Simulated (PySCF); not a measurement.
**Field gradients at the hydrogen positions**

Compound: C₈H₁₁FP (charge +1).
Structure used (GFN2-xTB), in Å, numbered top down from 1:
```xyz
21
C8H11FP angstrom
C     -2.1307   -1.2974    0.9209
P     -1.4295   -0.2765   -0.3931
C     -2.2587    1.3265   -0.4493
C      0.3485   -0.1006   -0.2231
C      1.1986   -0.5810   -1.2189
C      2.5651   -0.4411   -1.0799
C      3.0632    0.1797    0.0577
F      4.3765    0.3162    0.1944
C      2.2301    0.6637    1.0589
C      0.8656    0.5211    0.9146
H     -1.9629   -0.8139    1.8846
H     -3.2024   -1.4227    0.7655
H     -1.6473   -2.2745    0.9267
H     -1.6527   -0.9152   -1.5949
H     -3.3298    1.1881   -0.5981
H     -2.0927    1.8536    0.4916
H     -1.8518    1.9236   -1.2656
H      0.7924   -1.0613   -2.0976
H      3.2477   -0.8024   -1.8326
H      2.6589    1.1393    1.9265
H      0.2032    0.8918    1.6839
```

Level: PBE0/pcSseg-1 (PySCF, non-relativistic); Q(2H) = 0.00286 b; rigid geometry, the same for H and D, with no vibrational averaging.

Question: Rank these positions by the coupling χzz of a deuteron there, largest first.
A. H21 (aromatic hydrogen)
B. H14 (P–H hydrogen)
C. H16 (methyl hydrogen)

Answer: A (215 kHz), C (203 kHz), B (133 kHz).

Question: Give the electric field gradient Vzz (the principal value of largest size), its asymmetry and the 2H coupling at each hydrogen.

Answer: 
| atom | bonded to | bond length (Å) | Vzz (au) | η | χzz (kHz) |
| --- | --- | --- | --- | --- | --- |
| H11 | C1 | 1.091 | 0.3020 | 0.04 | 203 |
| H12 | C1 | 1.090 | 0.3029 | 0.04 | 204 |
| H13 | C1 | 1.090 | 0.3019 | 0.04 | 203 |
| H14 | P2 | 1.379 | 0.1979 | 0.02 | 133 |
| H15 | C3 | 1.090 | 0.3029 | 0.04 | 204 |
| H16 | C3 | 1.091 | 0.3019 | 0.04 | 203 |
| H17 | C3 | 1.090 | 0.3019 | 0.04 | 203 |
| H18 | C5 | 1.081 | 0.3185 | 0.08 | 214 |
| H19 | C6 | 1.078 | 0.3220 | 0.07 | 216 |
| H20 | C9 | 1.078 | 0.3222 | 0.07 | 217 |
| H21 | C10 | 1.081 | 0.3202 | 0.09 | 215 |

Question: Average by the element that carries the hydrogen.

Answer: on C: 208 kHz over 10 positions, mean bond length 1.086 Å; on P: 133 kHz over 1 position, mean bond length 1.379 Å.

Question: A static deuteron (I = 1) shows a doublet split by (3/2)χ, (3/4)χ(1 + η) and (3/4)χ(1 − η) with the field along z, y and x of the gradient. What are these for H18?

Answer: With |χ| = 214.0 kHz and η = 0.085: 321, 174 and 147 kHz, to first order and without motion.

One conformer (not necessarily the lowest) at the GFN2-xTB geometry, without solvent, vibrations or thermal averaging. GFN2-xTB bond lengths can be off by several hundredths of an ångström, more for odd bonds, and the gradients follow them. With a basis this small, the couplings can be 20 % off.
